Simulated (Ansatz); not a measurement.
Gas-phase electronic energies from Ansatz, PBE0-D4/def2-TZVP geometries. CCSD(T)/CBS adds triple-zeta CCSD(T) − MP2 to the extrapolated MP2 energy (def2 sets, frozen cores). DFT in def2-TZVPP. For Ga outer-core shells are correlated without core-valence functions, which leaves a few kJ/mol of doubt a bond. Scalar relativity is left out up to krypton. Each species was taken in one conformer, which may not be the lowest.

`[NH2][Ga]([NH2])[O][SiH3]` + `C[SiH](O)S` → `O[SiH]([SiH3])S` + `C[O][Ga]([NH2])[NH2]`  (redistribution)

(1) Is it downhill or uphill in electronic energy at CCSD(T)/CBS, and by how much? (An estimate is asked.)

(2) What do these levels give: revPBE-D4, r2SCANh-D4, B2PLYP, PBE0, r2SCAN0, MP2/def2-QZVPP? (An estimate is asked.)

Largest T1 diagnostic among the species: 0.013.

Results:

(1) The calculation gave: Uphill: ΔE = +2.36 eV.

(2) Ansatz gave: revPBE-D4 2.03, r2SCANh-D4 2.32, B2PLYP 2.36, PBE0 2.17, r2SCAN0 2.36, MP2/def2-QZVPP 2.51 eV.

From PBE to PBE0 (25 % exact exchange), in def2-TZVPP and without D4, ΔE moves by +0.13 eV. Leaving LDA and LC-ωPBE aside and taking each functional with its dispersion term where it has one, the values, not all of them listed here, spread over 0.38 eV, from revPBE-D4 to BHLYP-D4. LDA lies +0.06 eV from PBE without D4. At CCSD(T), def2-SVP lies −0.23 eV from the extrapolated value and def2-TZVPP −0.01 eV.
